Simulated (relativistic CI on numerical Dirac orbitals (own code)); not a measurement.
Method of calculation: Dirac-Coulomb-Breit CI, KLI orbitals optimised for each configuration, QED by a radiative potential, unscaled Slater integrals (own radial code, finite nucleus).

The strongest absorption lines from the ground level of an ion, among the configurations computed and to levels below about 270 eV (vacuum wavelength in Å, gf): 45.861 (0.41), 49.281 (0.92), 103.01 (3.9), 103.11 (8.3), 106.61 (2.4), 107.30 (1.1), 129.48 (0.6), 130.40 (0.39).

**Question.** Which ion is it?
A. Cs XXI
B. Sb XVII
C. I XIX
D. La XXIII

**Answer.** A. Cs XXI has 35 electrons and the ground level 4s2 4p5 2P°_3/2; the strongest line goes to 4s2 4p4 4d 2D_5/2. The pattern of lines fixes the number of electrons, and along that sequence the line energies rise steadily with the charge (about as its square where n changes within one kind of shell, about linearly where n is kept but much faster in heavy ions where fine structure, which grows about as Z⁴, sets the gap, and irregularly where shells cross), which fixes Z. Configurations outside the model, such as inner-shell arrays, can give stronger lines. At this charge energies of transitions that change n are usually good to better than 1 %, and those within a shell (Δn = 0) to a few per cent.

LS names give the leading component of a level, which can be under half, so a name can repeat, a term be missing and a line seem to break the LS rules.
